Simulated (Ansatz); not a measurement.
Geometry optimisation, RKS PBE0-D4/def2-mTZVP in Ansatz.

Input file:

```yaml
crystal:
  periodic: [false, false, false]
  atoms:
    - { symbol: B, position_ang: [0.017246, 0.52866, -0.390983] }
    - { symbol: Cl, position_ang: [0.06669, -0.308797, 2.560583] }
    - { symbol: O, position_ang: [1.19773, -0.077741, -0.622925] }
    - { symbol: H, position_ang: [1.158598, -1.031987, -0.752176] }
    - { symbol: O, position_ang: [-1.235379, 0.036916, -0.474836] }
    - { symbol: H, position_ang: [-1.30201, -0.921811, -0.551222] }
    - { symbol: Br, position_ang: [0.130264, 2.495744, 0.00568] }
    - { symbol: H, position_ang: [-0.076938, 0.993416, 2.297779] }
basis:
  gaussian: { orbitals: def2-mTZVP }
hamiltonian:
  xc: pbe0
  dispersion: d4
relax:
  f_tol: 0.03
  max_steps: 50
output:
  orbitals: {}
```

Command:

```bash
$ ansatz run input.yaml --threads 4 --pin off --max-ram 5120MiB --backend cpu --events-out ev --progress --plain --runs-dir out
```

Question: Where does it end, and by what steps?

Answer: The run converged. After 9 steps the energy has fallen by 0.103 eV; Cl2 moved furthest, 0.52 Å.

| step | energy less start (eV) | largest force component (eV/Å) | accepted |
| --- | --- | --- | --- |
| 0 | 0.0000 | 0.944 | yes |
| 1 | -0.0639 | 0.900 | yes |
| 2 | -0.0328 | 1.346 | no |
| 3 | -0.0813 | 0.675 | yes |
| 4 | -0.0933 | 0.353 | yes |
| 5 | -0.0967 | 0.217 | yes |
| 6 | -0.0988 | 0.211 | yes |
| 7 | -0.0990 | 0.210 | yes |
| 8 | -0.1025 | 0.068 | yes |
| 9 | -0.1027 | 0.027 | yes |

```xyz
8
Properties=species:S:1:pos:R:3
B 0.008 0.521 -0.457
Cl 0.014 -0.131 3.048
O 1.190 -0.075 -0.725
H 1.147 -1.007 -0.971
O -1.235 0.001 -0.536
H -1.289 -0.933 -0.771
Br 0.108 2.370 0.133
H 0.011 0.968 2.351
```

The run took 30 s on 4 threads of Arm Neoverse V1, with other jobs on the host, peak memory 0.36 GiB.
